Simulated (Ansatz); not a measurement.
`F[Si@H]1O[C@@H]1Cl` + H₂O → `O[Si@@H]1O[C@@H]1Cl` + H–F at 298.15 K and 1 bar (formal hydrolysis of the Si–F bond).

Gas-phase electronic energies from Ansatz, PBE0-D4/def2-TZVP geometries. CCSD(T)/CBS adds triple-zeta CCSD(T) − MP2 to the extrapolated MP2 energy (def2 sets, frozen cores). This one scheme is used for every species. Each species was taken in one conformer, which may not be the lowest.

```csv
species,CCSD(T)/CBS energy (Eh),H − E (kJ/mol),S (J/(mol·K))
`F[Si@H]1O[C@@H]1Cl`,-963.12176,104.1,317.8
H₂O,-76.37941,66.4,188.7
`O[Si@@H]1O[C@@H]1Cl`,-939.09654,135.7,323.0
H–F,-100.39570,33.5,173.6
```

H − E and S are ideal-gas, rigid-rotor, harmonic terms from PBE0-D4/def2-TZVP, for one conformer and one mirror image of each species. 1 Eh = 2625.50 kJ/mol, R = 8.31446 J/(mol·K).

By hand: ΔE, ΔH, ΔS and ΔG.

ΔE = (-939.09654) + (-100.39570) − (-963.12176) − (-76.37941) = 0.00893 Eh = 23.4 kJ/mol. Δ(H − E) = 135.7 + 33.5 − 104.1 − 66.4 = -1.3, so ΔH = 22.1 kJ/mol. ΔS = 323.0 + 173.6 − 317.8 − 188.7 = -9.9 J/(mol·K). ΔG = 22.1 − 298.15 × (-9.9)/1000 = 25.1 kJ/mol.

By hand: the equilibrium constant, and the temperature at which ΔG would vanish if ΔH and ΔS stayed fixed.

log₁₀ K = −ΔG/(RT ln 10) = -4.4. ΔH and −TΔS have one sign here, so there is no such temperature.

The number of gas molecules stays the same, so ΔS is small and ΔH decides. A doubt of 5 kJ/mol in ΔE shifts log₁₀ K by 0.9 here. Other conformers and mirror images would add mixing entropy, several J/(mol·K) or more a flexible species. These are equilibria of isolated gas molecules and say nothing of rates. Largest T1 diagnostic: 0.013 (customary marks: 0.02 for closed shells, 0.045 for open ones).

ΔS is within the doubt of such terms, so its sign, and with it that verdict, could turn.
